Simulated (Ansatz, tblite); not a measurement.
Forces on the cluster Li₅ at its PBE/def2-TZVP geometry. Total charge 0; doublet.

The xTB rows come from tblite. The structure comes from a short search, and lower isomers may exist.

GFN1-xTB (tblite), largest force 0.55 eV/Å:

```xyz
5
positions Å, forces eV/Å
Li    1.803   -1.751    0.544   -0.336    0.321   -0.109
Li   -1.795    1.768   -0.511    0.330   -0.332    0.085
Li    1.217    1.200   -0.124   -0.385   -0.385    0.026
Li   -0.899   -0.512    1.382    0.280    0.152   -0.451
Li   -0.327   -0.705   -1.291    0.111    0.244    0.448
```

GFN2-xTB (tblite), largest force 0.62 eV/Å:

```
Li -0.421 0.443 -0.090
Li 0.429 -0.420 0.129
Li -0.257 -0.307 -0.020
Li 0.197 0.068 -0.349
Li 0.053 0.216 0.330
```

ωB97X-V/def2-TZVP (Ansatz), largest force 0.07 eV/Å:

```
Li 0.044 -0.055 -0.002
Li -0.053 0.044 -0.024
Li 0.005 0.003 -0.022
Li -0.014 -0.015 -0.016
Li 0.018 0.023 0.064
```
